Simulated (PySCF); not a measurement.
All of these have the formula C5H5FO2. Method used: PySCF 2.14.0, density-fitted response routines, TDDFT CAM-B3LYP/def2-SVPD, vertical, gas phase, core orbitals frozen in the response. Geometries: GFN2-xTB; one conformer of each isolated species. Triplets are in the Tamm–Dancoff approximation. 'Strongest' means the level of largest summed f among the lowest 8 singlets; it needn't be the same kind of state in each.

**Question.** Rank by computed LUMO energy, highest first.
A. `O=CO[C@@H]1C=C(F)C1`
B. `O=C(O)/C=C1\C[C@@H]1F`
C. `O=C(O)C(F)=C1CC1`
D. `O=COC1=CC[C@H]1F`

**Answer.** A (0.95 eV), D (0.23 eV), C (-0.41 eV), B (-0.79 eV).

| SMILES | LUMO (eV) | f (strongest) | f (S1) | first f ≥ 0.01 (nm) | α (au) | HOMO (eV) | S1 mainly |
| --- | --- | --- | --- | --- | --- | --- | --- |
| O=CO[C@@H]1C=C(F)C1 | 0.95 | 0.24 | 0.003 | 171 | 63.7 | -9.12 | H-1→L (56%) |
| O=COC1=CC[C@H]1F | 0.23 | 0.18 | 0.002 | 200 | 63.6 | -8.97 | H-1→L (79%) |
| O=C(O)C(F)=C1CC1 | -0.41 | 0.40 | 0.000 | 209 | 68.1 | -9.14 | H-1→L (92%) |
| O=C(O)/C=C1\C[C@@H]1F | -0.79 | 0.38 | 0.000 | 209 | 68.3 | -9.69 | H→L (85%) |

H and L stand for HOMO and LUMO.

- `O=CO[C@@H]1C=C(F)C1`: Löwdin shares by element: HOMO carbon 58% or more, fluorine 10%, oxygen 6% or more (atoms not listed hold the other 26%); LUMO carbon 38% or more, oxygen 33% (atoms not listed hold the other 28%).
- `O=COC1=CC[C@H]1F`: Löwdin shares by element: HOMO carbon 66% or more, oxygen 14% or more (atoms not listed hold the other 20%); LUMO carbon 54% or more, oxygen 21% or more (atoms not listed hold the other 25%).
- `O=C(O)C(F)=C1CC1`: Löwdin shares by element: HOMO carbon 59% or more, fluorine 15%, oxygen 9% or more (atoms not listed hold the other 17%); LUMO carbon 57% or more, oxygen 15% or more (atoms not listed hold the other 28%).
- `O=C(O)/C=C1\C[C@@H]1F`: Löwdin shares by element: HOMO oxygen 55%, carbon 18% or more (atoms not listed hold the other 28%); LUMO carbon 57% or more, oxygen 13% or more (atoms not listed hold the other 29%).
